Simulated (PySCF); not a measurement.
# Static response to an electric field

Compound: C5H7N3S.
Cartesian coordinates in Å at the GFN2-xTB level; atoms count from 1:
```xyz
16
C5H7N3S angstrom
C      2.723    0.211    0.387
N      1.549    0.640    0.349
C      0.835    0.692   -0.899
C     -0.412   -0.123   -0.780
S     -0.960   -1.201   -2.012
N     -2.279   -1.670   -1.178
C     -2.344   -1.069   -0.021
C     -1.297   -0.161    0.276
N     -1.217    0.629    1.404
H      3.285   -0.131   -0.489
H      3.227    0.176    1.341
H      0.568    1.744   -1.065
H      1.436    0.340   -1.752
H     -3.172   -1.289    0.631
H     -0.283    0.978    1.576
H     -1.667    0.245    2.221
```

Level: CAM-B3LYP/def2-SVPD (PySCF), static field, nuclei fixed, core orbitals frozen in the response. The polarisability tensor in these axes (au):

```
x   112.52  10.03  -5.21
y    10.03  78.42  12.81
z    -5.21  12.81 104.11
```

Task: What are the eigenvalues, a third of the trace, and Δα (Δα² = ½Σ(αi − αj)² over the three pairs)?

Result: Principal values 70.12, 109.27 and 115.65 au; mean 98.35 au = 14.57 Å³ = 16.22 × 10⁻⁴⁰ C²·m²/J; Δα = 42.70 au (43 % of the mean).

Task: What is the dipole moment, and where does it point?

Result: (3.24, 1.10, 1.65) D, 3.80 D in size, pointing from the negative to the positive side. Measured along this direction, the outermost atoms are N6 at the negative end and H11 at the positive end.

Task: Traceless (Buckingham) quadrupole moment about the centre of nuclear charge: eigenvalues?

Result: -12.53, -0.20, 12.73 D·Å. The values depend on the origin, since the dipole doesn't vanish. The electronic extent ⟨r²⟩ about the same centre is 1394 bohr², a root-mean-square distance of 2.30 Å for the 74 electrons.

Task: Give the principal axes and the span of the nuclei along them.

Result: Largest value along (0.96, 0.18, -0.24), where the nuclei span 6.64 Å; middle along (0.14, 0.42, 0.90), 4.30 Å; least along (-0.26, 0.89, -0.38), 2.98 Å. The response follows the extents in order.

Task: What would n − 1 = 2πNα be for an ideal gas of these molecules at 298.15 K and 1 atm, electronic part alone?

Result: N = p/kT = 2.4615 × 10¹⁹ cm⁻³, so n − 1 = 2π × N × 14.57 × 10⁻²⁴ cm³ = 2254 × 10⁻⁶ at long wavelengths, for an ideal gas.

Task: In a dilute gas of rigid molecules at 400 K, how does the orientational term μ²/3kT compare with the electronic polarisability?

Result: In Gaussian units μ²/3kT = 87.09 Å³ against 14.57 Å³, a ratio of 5.98; the Debye molar polarisation (4π/3)N_A(α + μ²/3kT) is 256.4 cm³/mol, leaving out the vibrational part.

The structure is a single GFN2-xTB conformer in the gas phase; no vibrational or solvent corrections.
